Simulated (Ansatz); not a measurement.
Isolated molecules relaxed with PBE0-D4/def2-TZVP in Ansatz; ΔE leaves out vibrations. CCSD(T)/CBS adds triple-zeta CCSD(T) − MP2 to the extrapolated MP2 energy (def2 sets, frozen cores). Functionals use def2-TZVPP. B3LYP here is the variant with VWN-RPA as its local correlation; programs differ in this. For Ge outer-core shells are correlated without core-valence functions, which leaves a few kJ/mol of doubt a bond. Scalar relativity is left out up to krypton. Each species was taken in one conformer, which may not be the lowest.

Consider the silylene formation by 1,1-elimination: `CS[SiH2][GeH3]` → GeH₄ + `CS[SiH]`.

`CS[SiH2][GeH3]`:

```xyz
12

C    -0.581    1.001    1.779
S    -1.471    1.274    0.220
Si    0.026    0.660   -1.166
Ge    0.551   -1.654   -0.954
H    -0.328   -0.050    1.913
H    -1.254    1.306    2.580
H     0.322    1.610    1.826
H     1.266    1.467   -0.984
H    -0.545    0.933   -2.510
H    -0.676   -2.513   -1.296
H     0.983   -1.987    0.486
H     1.707   -2.046   -1.892
```

GeH₄:

Cartesian coordinates in Å:
```
Ge 0.000 0.000 0.000
H 0.683 0.883 1.052
H 1.063 -0.797 -0.767
H -0.782 0.884 -0.980
H -0.964 -0.970 0.695
```

`CS[SiH]`:

Cartesian coordinates in Å:
```
C 1.099 0.130 -0.015
S -0.392 -0.835 0.348
Si -1.960 0.415 -0.253
H 1.717 -0.427 -0.719
H 0.834 1.097 -0.445
H 1.656 0.279 0.909
H -2.954 -0.659 0.175
```

```
          level  ΔE (kJ/mol)  difference from CCSD(T)/CBS
         PBE-D4        169.9                         -4.0
        BLYP-D4        151.1                        -22.8
      r2SCAN-D4        181.6                          7.7
         B97M-V        160.8                        -13.1
       B3LYP-D4        164.3                         -9.6
     r2SCAN0-D4        188.3                         14.4
       BHLYP-D4        178.5                          4.6
         r2SCAN        178.7                          4.8
           PBE0        173.7                         -0.2
          B3LYP        148.2                        -25.7
          BHLYP        163.4                        -10.5
  HF/def2-TZVPP        157.1                        -16.8
CCSD/def2-TZVPP        166.8                         -7.1
 MP2/def2-QZVPP        184.4                         10.5
   HF/CBS(def2)        156.3                        -17.6
 CCSD/CBS(def2)        173.5                         -0.4
    CCSD(T)/CBS        173.9                            0
```

What do rigid-rotor, harmonic-oscillator terms from PBE0-D4/def2-TZVP frequencies (298.15 K, 1 bar) make of the CCSD(T)/CBS value? (Estimate.)

Computed: ΔZPE = -8.7 kJ/mol, ΔH = +166.3 kJ/mol, ΔS = 126 J/(mol·K), ΔG = +128.7 kJ/mol.

Largest T1 diagnostic among the species: 0.016.

From r2SCAN to r2SCAN0 (25 % exact exchange), in def2-TZVPP and without D4, ΔE moves by +6.1 kJ/mol. At CCSD(T), def2-SVP lies −22.7 kJ/mol from the extrapolated value and def2-TZVPP −6.7 kJ/mol.
